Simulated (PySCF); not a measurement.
## Where the electron goes

Species: C4H5FO3Si.
Geometry (GFN2-xTB, Å), atoms numbered from 1 in this order:
```
atom  x, y, z in Å
C1     2.8988    0.3268   -0.2029
C2     1.5863    0.3337    0.0042
C3     0.9342   -0.6836    0.8522
O4     1.5661   -1.4396    1.5627
Si5   -0.9780   -0.8789    0.7682
F6    -1.2985   -1.8736   -0.4543
O7    -1.5408    0.5899    0.2532
C8    -2.8005    0.9925    0.2062
O9    -3.7295    0.4114    0.6661
H10    3.5146   -0.4239    0.2668
H11    3.3909    1.0466   -0.8351
H12    0.9347    1.0597   -0.4591
H13   -1.6090   -1.4247    1.9435
H14   -2.8701    1.9633   -0.3139
```

Computed, not measured: TDDFT B3LYP/def2-SVPD, vertical, gas phase, core orbitals frozen in the response (PySCF 2.14.0, density-fitted response routines).

Frontier orbitals with the atoms that hold most of them (Löwdin shares over 4%, at most four atoms; ? is withheld):

```
orbital  ε (eV)                           atoms
 HOMO-3  -10.06          O9 39%, O7 39%, C8 12%
 HOMO-2   -8.74   O9 68%, C8 13%, O7 8%, H14 6%
 HOMO-1   -8.48   C2 35%, C1 34%, O4 14%, C3 7%
   HOMO       ?                               ?
   LUMO   -2.99                               ?
 LUMO+1   -1.08  C8 38%, O9 27%, O7 13%, H14 6%
 LUMO+2   -0.08  Si5 19%, C2 15%, C1 12%, C3 9%
```

(1) Give the leading atoms of the HOMO.

(2) Which atoms hold the LUMO, and with what shares?

(3) What is the HOMO energy, and the HOMO–LUMO gap?

## Answers

(1) O4 (bonded to C) 54%; C3 (bonded to C, O and Si) 16%; Si5 (bonded to C, F, O and H) 10%; C2 (bonded to 2 C and H) 9%. By element: oxygen 54% or more, carbon 25% or more, silicon 10%.

(2) C3 (bonded to C, O and Si) 26%; O4 (bonded to C) 23%; C1 (bonded to C and 2 H) 20%; C2 (bonded to 2 C and H) 13%. By element: carbon 59% or more, oxygen 23% or more.

(3) ε(HOMO) = -7.33 eV; the gap is 4.34 eV (0.1595 hartree).

Q: How does S1 compare with the orbital gap of 4.34 eV?

A: S1 is at 2.81 eV (f = 0.0014), 1.53 eV below the gap, made of HOMO→LUMO (98%). 

Q: Give energy, strength and leading configuration of S1, S2, S3, S4 and S5, and follow the Löwdin shares of the leading atoms from the occupied to the empty orbital.

A: 
- S1 (2.81 eV, f 0.0014), HOMO→LUMO (98%): O4 54% → 23%, C3 16% → 26%
- S2 (5.07 eV, f 0.0016), HOMO-2→LUMO (91%): O9 68% → at most 14%, C8 13% → at most 14%, C3 at most 5% → 26%, O4 at most 5% → 23%
- S3 (5.27 eV, f 0.202), HOMO-1→LUMO (92%): C2 35% → 13%, C1 34% → 20%, C3 7% → 26%, O4 14% → 23%
- S4 (5.48 eV, f 0.0020), HOMO→LUMO+1 (88%): O4 54% → at most 7%, C3 16% → at most 7%, C8 at most 9% → 38%, O9 at most 9% → 27%
- S5 (5.88 eV, f 0.0009), HOMO-2→LUMO+1 (81%): O9 68% → 27%, C8 13% → 38%

Löwdin shares depend on the basis, the more so with diffuse functions.

The run took 53 s of wall time on one thread, Arm Neoverse V2 (aarch64), shared host with 192 logical CPUs at a one-minute load of 94, and the process peaked at 0.90 GiB of memory.

One conformer stands for the species.
